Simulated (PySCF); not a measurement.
Atoms are numbered as in `[CH3:1]/[CH:2]=[CH:3]/[CH:4]=[CH:5]/[S:6][SiH3:7]`; H(Xn) means a hydrogen on atom n.

- geometry: PBE0-D3(BJ)/def2-SVP
- GIAO PBE0/pcSseg-1 shieldings
- code: PySCF 2.14
- one computed conformer, one averaged value for each set of equivalent atoms, non-relativistic Hamiltonian, no solvent

Shifts are taken against calculated references (same method and geometry level): TMS for 13C (184.41 ppm) and 1H (31.27 ppm) and 29Si (351.99 ppm); CS2 for 33S (495.66 ppm).

```json
{"atoms": "H(C4)", "nucleus": "1H", "count": "1", "δ (ppm)": "?"}
{"atoms": "H(C3)", "nucleus": "1H", "count": "1", "δ (ppm)": "6.13"}
{"atoms": "S6", "nucleus": "33S", "count": "1", "δ (ppm)": "-113"}
{"atoms": "H(C5)", "nucleus": "1H", "count": "1", "δ (ppm)": "5.92"}
{"atoms": "Si7", "nucleus": "29Si", "count": "1", "δ (ppm)": "-59.5"}
{"atoms": "H(C1)", "nucleus": "1H", "count": "3", "δ (ppm)": "?"}
{"atoms": "C4", "nucleus": "13C", "count": "1", "δ (ppm)": "?"}
{"atoms": "C1", "nucleus": "13C", "count": "1", "δ (ppm)": "21.4"}
{"atoms": "H(C2)", "nucleus": "1H", "count": "1", "δ (ppm)": "5.65"}
{"atoms": "H(Si7)", "nucleus": "1H", "count": "3", "δ (ppm)": "4.60"}
{"atoms": "C3", "nucleus": "13C", "count": "1", "δ (ppm)": "?"}
{"atoms": "C5", "nucleus": "13C", "count": "1", "δ (ppm)": "130.9"}
{"atoms": "C2", "nucleus": "13C", "count": "1", "δ (ppm)": "134.8"}
```

Estimate the values marked ?.

Results:


- C3: 137.8 ppm, alkene CH; the olefinic region
- C4: 136.0 ppm, alkene CH; as expected for a trigonal carbon in a double bond
- H(C4): 5.86 ppm, hydrogen on an alkene CH; a vinylic proton, deshielded by the sp2 carbon and the C=C anisotropy
- H(C1): 1.86 ppm, hydrogen on an allylic methyl carbon; allylic position

Shifts are as computed. Against solution values, carbons near 30 ppm lie about +2 ppm off and those near 130 ppm about +5 ppm. Of 1313 compounds with measured shifts, 239 miss one by over three times the rms of a fit or turn the order of signals round; such compounds aren't used in these exercises.
